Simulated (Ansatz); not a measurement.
`C[Si](F)(F)[SiH3]` + H₂O → `C[Si](O)(F)F` + SiH₄ at 298.15 K and 1 bar (formal hydrolysis of the Si–Si bond).

Computed with Ansatz on PBE0-D4/def2-TZVP structures; ΔE is electronic, products minus reactants. CCSD(T)/CBS is the MP2 limit (def2-TZVPP, def2-QZVPP) plus CCSD(T) − MP2 in def2-TZVPP, frozen cores. This one scheme is used for every species. Each species was taken in one conformer, which may not be the lowest.

```json
{"species": "`C[Si](F)(F)[SiH3]`", "CCSD(T)/CBS energy (Eh)": "-819.55181", "H − E (kJ/mol)": "202.2", "S (J/(mol·K))": "370.1"}
{"species": "H₂O", "CCSD(T)/CBS energy (Eh)": "-76.37941", "H − E (kJ/mol)": "66.4", "S (J/(mol·K))": "188.7"}
{"species": "`C[Si](O)(F)F`", "CCSD(T)/CBS energy (Eh)": "-604.51944", "H − E (kJ/mol)": "171.1", "S (J/(mol·K))": "334.4"}
{"species": "SiH₄", "CCSD(T)/CBS energy (Eh)": "-291.46306", "H − E (kJ/mol)": "92.1", "S (J/(mol·K))": "204.8"}
```

H − E and S are ideal-gas, rigid-rotor, harmonic terms from PBE0-D4/def2-TZVP, for one conformer and one mirror image of each species. 1 Eh = 2625.50 kJ/mol, R = 8.31446 J/(mol·K).

Task: By hand: ΔE, ΔH, ΔS and ΔG.

Result: ΔE = (-604.51944) + (-291.46306) − (-819.55181) − (-76.37941) = -0.05128 Eh = -134.6 kJ/mol. Δ(H − E) = 171.1 + 92.1 − 202.2 − 66.4 = -5.4, so ΔH = -140.0 kJ/mol. ΔS = 334.4 + 204.8 − 370.1 − 188.7 = -19.6 J/(mol·K). ΔG = -140.0 − 298.15 × (-19.6)/1000 = -134.2 kJ/mol.

Task: By hand: the equilibrium constant, and the temperature at which ΔG would vanish if ΔH and ΔS stayed fixed.

Result: log₁₀ K = −ΔG/(RT ln 10) = 23.5. ΔG = 0 at ΔH/ΔS = 7143 K, far beyond where these terms or the molecules hold.

ΔH outweighs TΔS. A doubt of 5 kJ/mol in ΔE shifts log₁₀ K by 0.9 here. Other conformers and mirror images would add mixing entropy, several J/(mol·K) or more a flexible species. These are equilibria of isolated gas molecules and say nothing of rates. Largest T1 diagnostic: 0.012 (customary marks: 0.02 for closed shells, 0.045 for open ones).
